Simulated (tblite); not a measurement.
Isomers of C8H5FN2. Level: GFN2-xTB in tblite, geometry and Hessian alike; calculated harmonic values, unscaled, isolated species. Errors from tens to a few hundred cm⁻¹ against measured bands are possible. One conformer each.

Electronic energies: GFN2-xTB at the same geometries; isomer energies are rough at this level and their order can be wrong.

```tsv
SMILES	electronic energy, lowest = 0 (kJ/mol)
Fc1cnc2ccccc2n1	0.0
Fc1ccc2cnncc2c1	68.7
Fc1nncc2ccccc12	60.3
```

Problem. How do GFN2-xTB zero-point energies change the relative energies?

Solution. 
```csv
SMILES,ZPE (kJ/mol),of it from modes above 1550 cm⁻¹,electronic (kJ/mol),"with ZPE, lowest = 0 (kJ/mol)",lowest mode (cm⁻¹),rings
Fc1cnc2ccccc2n1,291.8,120.8,0.0,0.0,101,2
Fc1nncc2ccccc12,291.7,120.5,60.3,60.3,113,2
Fc1ccc2cnncc2c1,290.5,120.5,68.7,67.4,107,2
```

The zero-point energies span 1.3 kJ/mol, from `Fc1ccc2cnncc2c1` to `Fc1cnc2ccccc2n1`. The order is unchanged.

Problem. What do entropy and thermal enthalpy add at 298.15 K and 1 bar (rigid rotor, harmonic oscillator, one conformer each)?

Solution. 
```
         SMILES  point group  symmetry number  S (J/(mol K))  H − H(0) (kJ/mol)  ZPE + H − H(0) − TS (kJ/mol)
Fc1cnc2ccccc2n1           Cs                1          366.1              23.05                         205.7
Fc1nncc2ccccc12           Cs                1          367.6              23.24                         205.3
Fc1ccc2cnncc2c1           Cs                1          368.7              23.38                         204.0
```
